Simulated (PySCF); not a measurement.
Members of one series of related molecules.

All values: CAM-B3LYP/def2-SVPD (PySCF) at PBE0-D3(BJ)/def2-SVP geometries, gas phase, one conformer each. Core orbitals are frozen in the response; Δα² is half the sum of the squared differences of the principal polarisabilities. The calculation is non-relativistic, for germanium too.

Question: Rank by polarisability anisotropy Δα, lowest first.
A. `[SiH3:1][CH:2]([SiH3:3])[O:4][GeH3:5]` with Si1–C2–O4–Ge5 -133°
B. `[CH3:1][CH2:2][CH2:3][CH:4]([SiH3:5])[SiH3:6]` with C1–C2–C3–C4 -176°, C2–C3–C4–Si5 175°
C. `[NH2:1][C:2](=[O:3])[CH:4]([SiH3:5])[SiH3:6]` with H–N1–C2–O3 -178° and 0°, N1–C2–C4–Si5 163°
D. `[F:1][C:2]([F:3])([F:4])[O:5][CH:6]([SiH3:7])[SiH3:8]` with C2–O5–C6–Si7 117°

Answer: D (2.45 Å³), C (2.96 Å³), A (3.18 Å³), B (3.56 Å³).

Question: Rank by HOMO–LUMO gap, lowest first.
A. `O(C(F)(F)F)C([SiH3])[SiH3]`
B. `[SiH3]C([SiH3])[O][GeH3]`
C. `NC(=O)C([SiH3])[SiH3]`

Answer: B (9.19 eV), C (9.92 eV), A (10.57 eV).

Question: Rank by vertical ionisation energy (ΔSCF), lowest first.
A. `CCCC([SiH3])[SiH3]`
B. `NC(=O)C([SiH3])[SiH3]`
C. `[SiH3]C([SiH3])[O][GeH3]`
D. `OCC([SiH3])[SiH3]`

Answer: C (9.10 eV), B (9.85 eV), A (10.07 eV), D (10.47 eV).

All values together:

```json
{"SMILES": "NC(=O)C([SiH3])[SiH3]", "formula": "C2H9NOSi2", "μ (D)": "3.89", "HOMO (eV)": "-9.17", "LUMO (eV)": "0.75", "α (Å³)": "13.38", "Δα (Å³)": "2.96", "electrons": "64", "α per electron (Å³)": "0.209", "ΔSCF removal energy (eV)": "9.85"}
{"SMILES": "[SiH3]C([SiH3])[O][GeH3]", "formula": "CH10GeOSi2", "μ (D)": "1.70", "HOMO (eV)": "-8.57", "LUMO (eV)": "0.61", "α (Å³)": "15.32", "Δα (Å³)": "3.18", "electrons": "84", "α per electron (Å³)": "0.182", "ΔSCF removal energy (eV)": "9.10"}
{"SMILES": "FC(F)(F)OC([SiH3])[SiH3]", "formula": "C2H7F3OSi2", "μ (D)": "2.10", "HOMO (eV)": "-9.76", "LUMO (eV)": "0.81", "α (Å³)": "12.82", "Δα (Å³)": "2.45", "electrons": "82", "α per electron (Å³)": "0.156", "ΔSCF removal energy (eV)": "10.41"}
{"SMILES": "OCC([SiH3])[SiH3]", "formula": "C2H10OSi2", "μ (D)": "1.81", "HOMO (eV)": "-9.65", "LUMO (eV)": "0.83", "α (Å³)": "12.64", "Δα (Å³)": "2.58", "electrons": "58", "α per electron (Å³)": "0.218", "ΔSCF removal energy (eV)": "10.47"}
{"SMILES": "CCCC([SiH3])[SiH3]", "formula": "C4H14Si2", "μ (D)": "1.07", "HOMO (eV)": "-9.49", "LUMO (eV)": "1.10", "α (Å³)": "15.65", "Δα (Å³)": "3.56", "electrons": "66", "α per electron (Å³)": "0.237", "ΔSCF removal energy (eV)": "10.07"}
```

Conformers: `[NH2:1][C:2](=[O:3])[CH:4]([SiH3:5])[SiH3:6]` with H–N1–C2–O3 -178° and 0°, N1–C2–C4–Si5 163°; `[SiH3:1][CH:2]([SiH3:3])[O:4][GeH3:5]` with Si1–C2–O4–Ge5 -133°; `[F:1][C:2]([F:3])([F:4])[O:5][CH:6]([SiH3:7])[SiH3:8]` with C2–O5–C6–Si7 117°; `[OH:1][CH2:2][CH:3]([SiH3:4])[SiH3:5]` with H–O1–C2–C3 63°, O1–C2–C3–Si4 43°; `[CH3:1][CH2:2][CH2:3][CH:4]([SiH3:5])[SiH3:6]` with C1–C2–C3–C4 -176°, C2–C3–C4–Si5 175°.

By how much does the ΔSCF value exceed −ε(HOMO) over the species that have both?

By 0.53 to 0.82 eV, 0.65 eV on average, over 5 species.
